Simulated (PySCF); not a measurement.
# Polarisability and C₆ of Cr (chromium, neutral)

[Ar] 3d5 4s1, high-spin 7S determinant. Computed with PySCF 2.14 in x2c-TZVPPall with one added diffuse shell each of s, p, d, f type (7s6p5d3f1g, 80 functions), with scalar relativity by spin-free X2C-1e. Coupled (time-dependent) response in atomic units; α is the mean over directions.

```csv
method,mean α (bohr³),C₆ (like pair),S(−4)
revPBE,71.33,594.7,3885
```

S(−4) is the Cauchy moment in α(ω) = α(0) + S(−4) ω² + …

Reference α: 83 ± 12 bohr³ (recommended; Schwerdtfeger and Nagle, table of static dipole polarizabilities (2023 update)). Published C₆: 602.0 (Chu and Dalgarno (2004); Tang, Norbeck and Certain (1976)).

α(iu) at revPBE:

| u (hartree) | α(iu) (bohr³) |
| --- | --- |
| 0 | 71.33 |
| 0.0500 | 62.97 |
| 0.100 | 47.54 |
| 0.200 | 26.43 |
| 0.300 | 16.92 |
| 0.500 | 9.246 |
| 0.750 | 5.598 |
| 1.00 | 3.894 |
| 1.50 | 2.317 |
| 2.00 | 1.579 |
| 3.00 | 0.8813 |
| 5.00 | 0.3895 |

A single London oscillator, α(iu) = α/(1 + u²/ω²), gives C₆ = (3/4) ω α². Matching the computed C₆ needs ω = 4 × 594.7 / (3 × 71.33²) = 0.156 hartree.
